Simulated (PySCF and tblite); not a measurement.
C₉H₁₂, numbered as in [CH:1]#[C:2][C@@H:3]1[CH2:4][C@@H:5]2[CH2:6][CH2:7][C@@H:8]2[CH2:9]1. Free energies: PBE0-D3(BJ)/pcSseg-1 on GFN2-xTB structures plus GFN2-xTB thermal terms, symmetry and mirror images included. Conformers within 2.5 kcal/mol (GFN2-xTB free energy) were kept, 2 at most. GIAO shieldings: PBE0/pcSseg-1. Couplings: B3LYP/6-31G* with pcJ-1 on H (gas phase; spin-dipole term only for pairs with B, N, F, Si or P). H–H couplings come out 0.1 to 0.9 Hz lower than with pcJ-1 on all atoms. Shifts are against TMS (¹H), TMS (¹³C) at the same level. Programs: PySCF with density fitting and tblite.

The 4-ring runs over atoms 5–6–7–8. The 5-ring runs over atoms 3–4–5–8–9.

Two conformers hold nearly all the population. I: 4-ring flat; 5-ring envelope (ring torsions 24, 0, -23, 38, -38°); δ(H3) = 2.40 ppm. II: 4-ring flat; 5-ring envelope (ring torsions -20, 0, 20, -33, 33°); δ(H3) = 3.10 ppm. The average over the ensemble at 298.15 K is 3.02 ppm.

(1) What populations and free-energy difference follow from a two-state model?

GFN2-xTB leaves a saturated small ring flat here that puckers in reality.

Results:

(1) p(I) = (3.02 − 3.10)/(2.40 − 3.10) = 0.11, so K = p(II)/p(I) = 7.75 and G(II) − G(I) = −RT ln K = -1.21 kcal/mol. The weights computed directly are 11.8 % and 88.2 %.
